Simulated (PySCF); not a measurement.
## Electron correlation in Ne(2+) (neon, charge +2)

[He] 2s2 2p3 3s1, high-spin 5S determinant (an excited configuration). Calculation: PySCF 2.14, in dyall-acv3z; scalar relativity by spin-free X2C-1e. Frozen: 1s2; 6 electrons correlated; the 18 highest virtual orbitals of each spin left out.

```csv
level,correlation energy (mhartree)
CCSD,-135.27
(T),-1.66
CCSD(T),-136.93
```

Diagnostics: T1 = 0.0054, D1 = 0.0174, largest double amplitude 0.039.

The outer electron is Rydberg-like, and this basis confines it to a smaller radius and binds it less than a complete one would.

Cost of the coupled-cluster step: of the order of 8 core-seconds, for 6 correlated electrons.
